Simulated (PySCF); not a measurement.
# Kr⁺ (krypton, charge +1) across methods

[Ar] 3d10 4s2 4p5, 2P determinant. Computed with PySCF 2.14 in def2-TZVPPD, with the non-relativistic Hamiltonian (point nucleus).

```json
{"method": "PW91", "E (hartree)": "-2753.384", "mean ε 4s β (eV)": "-32.514", "mean ε 4p α (eV)": "-20.042", "mean ε 4p β (eV)": "-19.121", "Σ⟨r²⟩ (bohr²)": "31.90", "⟨S²⟩": "0.752"}
{"method": "PBE0", "E (hartree)": "-2752.934", "mean ε 4s β (eV)": "-34.644", "mean ε 4p α (eV)": "-21.629", "mean ε 4p β (eV)": "-20.614", "Σ⟨r²⟩ (bohr²)": "31.85", "⟨S²⟩": "0.753"}
{"method": "PBEsol", "E (hartree)": "-2751.104", "mean ε 4s β (eV)": "-32.429", "mean ε 4p α (eV)": "-19.971", "mean ε 4p β (eV)": "-19.029", "Σ⟨r²⟩ (bohr²)": "31.87", "⟨S²⟩": "0.752"}
{"method": "PBE", "E (hartree)": "-2752.833", "mean ε 4s β (eV)": "-32.422", "mean ε 4p α (eV)": "-19.984", "mean ε 4p β (eV)": "-19.052", "Σ⟨r²⟩ (bohr²)": "31.92", "⟨S²⟩": "0.752"}
{"method": "LDA", "E (hartree)": "-2749.544", "mean ε 4s β (eV)": "-32.693", "mean ε 4p α (eV)": "-20.079", "mean ε 4p β (eV)": "-19.179", "Σ⟨r²⟩ (bohr²)": "31.90", "⟨S²⟩": "0.751"}
{"method": "revPBE", "E (hartree)": "-2753.008", "mean ε 4s β (eV)": "-32.342", "mean ε 4p α (eV)": "-19.961", "mean ε 4p β (eV)": "-19.020", "Σ⟨r²⟩ (bohr²)": "31.90", "⟨S²⟩": "0.752"}
{"method": "UHF", "E (hartree)": "-2751.52217", "mean ε 4s β (eV)": "-40.076", "mean ε 4p α (eV)": "-25.540", "mean ε 4p β (eV)": "-24.208", "Σ⟨r²⟩ (bohr²)": "32.06", "⟨S²⟩": "0.758"}
{"method": "B3LYP", "E (hartree)": "-2753.267", "mean ε 4s β (eV)": "-34.295", "mean ε 4p α (eV)": "-21.249", "mean ε 4p β (eV)": "-20.317", "Σ⟨r²⟩ (bohr²)": "31.96", "⟨S²⟩": "0.752"}
```

Q: Estimate the same row for r2SCAN.

A: E (hartree) = -2753.224; mean ε 4s β (eV) = -33.019; mean ε 4p α (eV) = -20.500; mean ε 4p β (eV) = -19.468; Σ⟨r²⟩ (bohr²) = 31.77; ⟨S²⟩ = 0.754.
